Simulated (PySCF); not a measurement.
Geometries of 2 isomers of H9O3Si4 (doublet state), from PBE0-D3(BJ)/def2-SVP geometry optimisation, gas phase (PySCF 2.14.0). One conformer each, no zero-point energy, no frequencies.

Question: Which is lower in electronic energy at this level?
A.
```xyz
16
angstrom
Si    -0.086    2.705    0.155
O      0.429    1.643   -1.016
Si     0.218    0.123   -1.622
O      1.283   -0.892   -0.895
Si     2.114   -1.263    0.493
O     -1.320   -0.373   -1.329
Si    -2.468   -0.829   -0.222
H      0.923    3.805    0.257
H     -0.213    1.990    1.471
H      0.458    0.131   -3.073
H      3.380   -1.954    0.120
H      1.286   -2.163    1.349
H      2.426   -0.016    1.255
H     -1.899   -1.829    0.731
H     -3.620   -1.428   -0.952
H     -2.926    0.368    0.546
```
B.
```xyz
16
angstrom
Si     2.318   -1.605    0.257
O      1.334   -0.308    0.628
Si    -0.279    0.037    0.755
O     -0.532    1.560    0.172
Si     0.277    3.005   -0.032
O     -1.104   -1.049   -0.176
Si    -2.536   -1.410   -0.945
H      3.721   -1.203    0.551
H      2.189   -1.957   -1.188
H      1.953   -2.790    1.088
H     -0.734    4.049   -0.357
H      1.260    2.894   -1.149
H      0.996    3.380    1.222
H     -2.311   -2.619   -1.785
H     -2.968   -0.269   -1.804
H     -3.599   -1.697    0.064
```

Answer: A. That is `[SiH2]O[SiH](O[SiH3])O[SiH3]` [radical], 5.7 kcal/mol below the other.

```json
{"SMILES": "[SiH2]O[SiH](O[SiH3])O[SiH3]", "atoms numbered as above": "[SiH2:1][O:2][SiH:3]([O:4][SiH3:5])[O:6][SiH3:7]", "E (Eh)": "-1387.97670", "relative (kcal/mol)": "0.0", "relative (kJ/mol)": "0.0", "dipole (D)": "1.00", "⟨S²⟩": "0.751"}
{"SMILES": "[SiH3]O[Si](O[SiH3])O[SiH3]", "atoms numbered as above": "[SiH3:1][O:2][Si:3]([O:4][SiH3:5])[O:6][SiH3:7]", "E (Eh)": "-1387.96762", "relative (kcal/mol)": "5.7", "relative (kJ/mol)": "23.8", "dipole (D)": "0.23", "⟨S²⟩": "0.751"}
```
